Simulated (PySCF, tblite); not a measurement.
C5H9NS.
Geometry (GFN2-xTB, Å), atoms numbered from 1 in this order:
```xyz
16
C5H9NS angstrom
C      2.8201   -0.2213    0.4290
C      1.5257   -0.4788    0.5694
C      0.4935    0.5516    0.4839
S      0.8769    2.1246    0.8363
N     -0.7566    0.1813    0.1565
C     -1.8586    1.1089    0.2126
C     -1.0818   -1.1447   -0.3168
H      3.1640    0.7751    0.2066
H      3.5663   -0.9891    0.5347
H      1.1933   -1.4825    0.7988
H     -2.1524    1.4249   -0.7919
H     -2.7105    0.6344    0.7020
H     -1.5559    1.9879    0.7791
H     -1.2786   -1.8295    0.5145
H     -0.2746   -1.5485   -0.9268
H     -1.9784   -1.0853   -0.9319
```

Method: CAM-B3LYP/def2-SVPD in PySCF (dipole) on a GFN2-xTB geometry, gas phase.

Masses are those of the commonest isotopes; rigid-rotor values at the optimised geometry. The values belong to one conformer with, in the numbering `[CH2:1]=[CH:2][C:3](=[S:4])[N:5]([CH3:6])[CH3:7]`, C1–C2–C3–S4 -26°, C2–C3–N5–C6 172°.

Q: What are A, B and C (MHz)?

A: Ia = 173.06, Ib = 259.28, Ic = 421.87 u·Å²; 505379 MHz·u·Å²/I gives A = 2920, B = 1949, C = 1198 MHz.

Q: Classify the top.

A: An asymmetric top: κ = (2 × 1949 − 2920 − 1198)/(2920 − 1198) = -0.13.

Q: What does the inertial defect say?

A: Not planar: Δ = Ic − Ia − Ib = -10.48 u·Å². For a rigid frame Δ = −2 Σ m c², so Σ m c² = 5.24 u·Å² lies off the ab plane: 4.16 from hydrogen and 1.07 from heavier atoms. The atom farthest from that plane is 0.99 Å away.

Q: Which lines would a microwave search look for?

A: The dipole components are |μa| = 2.79 D, |μb| = 3.79 D, |μc| = 0.03 D. The squared components, which scale the intensities, stand as 0.54 : 1.00 : 0.00 (a : b : c). Some lines, for components of 0.1 D or more:

```json
{"type": "a", "branch": "Q", "J(Ka,Kc)": "3(2,1) ← 3(2,2)", "MHz": "1271", "lower level (cm⁻¹)": "0.810"}
{"type": "b", "branch": "Q", "J(Ka,Kc)": "1(1,0) ← 1(0,1)", "MHz": "1722", "lower level (cm⁻¹)": "0.105"}
{"type": "a", "branch": "Q", "J(Ka,Kc)": "2(1,1) ← 2(1,2)", "MHz": "2254", "lower level (cm⁻¹)": "0.322"}
{"type": "b", "branch": "Q", "J(Ka,Kc)": "2(1,1) ← 2(0,2)", "MHz": "2771", "lower level (cm⁻¹)": "0.305"}
{"type": "a", "branch": "R", "J(Ka,Kc)": "1(0,1) ← 0(0,0)", "MHz": "3147", "lower level (cm⁻¹)": "0.000"}
{"type": "b", "branch": "Q", "J(Ka,Kc)": "2(2,0) ← 2(1,1)", "MHz": "3211", "lower level (cm⁻¹)": "0.397"}
{"type": "b", "branch": "R", "J(Ka,Kc)": "1(1,1) ← 0(0,0)", "MHz": "4118", "lower level (cm⁻¹)": "0.000"}
{"type": "a", "branch": "Q", "J(Ka,Kc)": "3(1,2) ← 3(1,3)", "MHz": "4426", "lower level (cm⁻¹)": "0.594"}
{"type": "b", "branch": "R", "J(Ka,Kc)": "2(0,2) ← 1(1,1)", "MHz": "5025", "lower level (cm⁻¹)": "0.137"}
{"type": "a", "branch": "R", "J(Ka,Kc)": "2(1,2) ← 1(1,1)", "MHz": "5543", "lower level (cm⁻¹)": "0.137"}
{"type": "b", "branch": "Q", "J(Ka,Kc)": "3(3,0) ← 3(2,1)", "MHz": "5703", "lower level (cm⁻¹)": "0.852"}
{"type": "a", "branch": "R", "J(Ka,Kc)": "2(0,2) ← 1(0,1)", "MHz": "5996", "lower level (cm⁻¹)": "0.105"}
{"type": "b", "branch": "Q", "J(Ka,Kc)": "3(2,2) ← 3(1,3)", "MHz": "6454", "lower level (cm⁻¹)": "0.594"}
{"type": "b", "branch": "R", "J(Ka,Kc)": "2(1,2) ← 1(0,1)", "MHz": "6514", "lower level (cm⁻¹)": "0.105"}
{"type": "b", "branch": "Q", "J(Ka,Kc)": "3(3,1) ← 3(2,2)", "MHz": "6894", "lower level (cm⁻¹)": "0.810"}
{"type": "a", "branch": "R", "J(Ka,Kc)": "2(1,1) ← 1(1,0)", "MHz": "7046", "lower level (cm⁻¹)": "0.162"}
{"type": "b", "branch": "R", "J(Ka,Kc)": "3(1,2) ← 2(2,1)", "MHz": "7414", "lower level (cm⁻¹)": "0.495"}
{"type": "b", "branch": "R", "J(Ka,Kc)": "3(0,3) ← 2(1,2)", "MHz": "7950", "lower level (cm⁻¹)": "0.322"}
{"type": "a", "branch": "R", "J(Ka,Kc)": "3(1,3) ← 2(1,2)", "MHz": "8154", "lower level (cm⁻¹)": "0.322"}
{"type": "a", "branch": "R", "J(Ka,Kc)": "3(0,3) ← 2(0,2)", "MHz": "8468", "lower level (cm⁻¹)": "0.305"}
{"type": "b", "branch": "R", "J(Ka,Kc)": "3(1,3) ← 2(0,2)", "MHz": "8672", "lower level (cm⁻¹)": "0.305"}
{"type": "a", "branch": "R", "J(Ka,Kc)": "3(2,2) ← 2(2,1)", "MHz": "9441", "lower level (cm⁻¹)": "0.495"}
{"type": "b", "branch": "R", "J(Ka,Kc)": "2(2,1) ← 1(1,0)", "MHz": "9959", "lower level (cm⁻¹)": "0.162"}
{"type": "a", "branch": "R", "J(Ka,Kc)": "3(2,1) ← 2(2,0)", "MHz": "10415", "lower level (cm⁻¹)": "0.505"}
{"type": "b", "branch": "R", "J(Ka,Kc)": "3(2,1) ← 2(1,2)", "MHz": "15880", "lower level (cm⁻¹)": "0.322"}
```

Q: Estimate the classical rotational partition function at 25 K, 50 K and 298.15 K.

A: Point group C1, symmetry number σ = 1; q = (√π/σ)·√((kT/h)³/(ABC)), k/h = 20836.6 MHz/K: 8070 at 25 K, 22800 at 50 K, 332000 at 298.15 K.

Its GFN2-xTB frequencies are all real (lowest 65 cm⁻¹). Constants of a rigid frame at the computed geometry: no zero-point averaging, no centrifugal distortion. A rigid rotor knows nothing of internal rotation, which can split or shift real lines. Quadrupole hyperfine structure (14N) is left out.
